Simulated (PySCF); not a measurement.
**Which determinant of KNa lies lowest?**

Unrestricted PBE0; PySCF, no relativity, basis sets K def2-SVPD, Na def2-SVPD. Outer shells of the fragments: K 4s1; Na 3s1.

Followed along the bond (rough minima from three points):

```tsv
2Ms+1	unpaired	⟨S²⟩ at the start	R at minimum (Å)	Te (eV)
1	none	0.00	3.57	0.00
3	σ ↑, π ↑	2.00	3.57	1.34
3	σ ↑↑	2.00	none in the scan	≤ 0.59
```

Solutions found at the starting distance of 3.520 Å, counted from the lowest of them; the search is not exhaustive and high or unbound solutions are not listed, so other states can lie among these:

| 2Ms+1 | unpaired | term | E (eV) | ⟨S²⟩ | ⟨Lz²⟩ | μ (D) |
| --- | --- | --- | --- | --- | --- | --- |
| 1 | none | ¹Σ⁺ | 0.00 | 0.00 | 0.00 | -2.80 |
| 3 | σ ↑↑ | ³Σ⁺ | 0.82 | 2.00 | 0.00 | 0.65 |
| 3 | σ ↑, π ↑ | ³Π | 1.34 | 2.00 | 1.00 | -2.50 |
| 1 | σ ↑, π ↓ | mixed | 1.64 | 1.00 | 1.00 | -1.14 |

A term symbol is given only where ⟨S²⟩ and ⟨Lz²⟩ are close to those of a pure state; real π, δ and φ orbitals otherwise mix terms. A positive dipole means K(−)Na(+).

Counting both spins, an empty level lies below a filled one in some of these solutions, because spin and occupation are held.
